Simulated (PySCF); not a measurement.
**Structure from 2D NMR**

Compound of formula C8H6N2. Correlations simulated from computed shifts and the bond graph:

HSQC (one-bond C–H):
| δH | δC |
| --- | --- |
| 4.75 | 74.3 |
| 4.48 | 74.3 |
| 3.67 | 25.5 |
| 1.86 | 18.2 |

COSY cross peaks (H two or three bonds apart, from the bond graph; peaks can be absent where the dihedral angle is near 90°):
| δH | δH |
| --- | --- |
| 4.75 | 4.48 |
| 3.67 | 1.86 |

HMBC (two and three bonds, from the bond graph):
| δH | δC |
| --- | --- |
| 4.75 | 160.2, 123.7, 123.0 |
| 4.48 | 160.2, 123.7, 123.0 |
| 3.67 | 160.2, 123.7, 123.0, 119.3, 18.2 |
| 1.86 | 160.2, 119.3, 25.5 |

Carbons without hydrogens: δ 160.2, 123.7, 123.0, 119.3, 112.9.

How the numbers were obtained: NMR shieldings at PBE0/pcSseg-1/GIAO, GFN2-xTB geometry, in PySCF (one conformer, rapidly exchanging positions averaged, no solvent model, non-relativistic).

Shifts are taken against calculated references (same method and geometry level): TMS for ¹H (σ = 31.72 ppm) and ¹³C (σ = 186.93 ppm).

Exchangeable hydrogens are left out of these lists.

**Question.** Work out the connectivity.

**Answer.** SMILES C1(C#N)=C([C@@H](C)C#N)C1=C.

Atom-mapped SMILES (the numbers label the heavy atoms): `[CH2:1]=[C:2]1[C:3]([C:4]#[N:5])=[C:6]1[C@@H:7]([CH3:8])[C:9]#[N:10]` (H(Xn): hydrogen on atom n). Ha(C1) is cis to C3; Hb(C1) is trans to C3.

- δC 160.2 is C6, a fully substituted alkene carbon.
- δC 123.7 is C2, a fully substituted alkene carbon.
- δC 123.0 is C3, a fully substituted alkene carbon.
- δC 119.3 is C9, a nitrile carbon.
- δC 112.9 is C4, a nitrile carbon.
- δC 74.3 is C1, a terminal =CH2 carbon (δH 4.75, 4.48).
- δC 25.5 is C7, an allylic sp3 CH (δH 3.67).
- δC 18.2 is C8, a methyl carbon (δH 1.86).
- HMBC from δH 4.75 reaches the proton-free carbons C6, C2, C3.
- HMBC from δH 4.48 reaches the proton-free carbons C6, C2, C3.
- HMBC from δH 3.67 reaches the proton-free carbons C6, C2, C3, C9.
- HMBC from δH 1.86 reaches the proton-free carbons C6, C9.
- COSY links 4.75–4.48, 3.67–1.86.

This is the structure that produced the data.

Shifts are as computed. Against solution values, carbons near 30 ppm lie about +3 ppm off and those near 130 ppm about +5 ppm. Of 1211 compounds with measured shifts, 218 miss one by over three times the rms of a fit or turn the order of signals round; such compounds aren't used in these exercises.
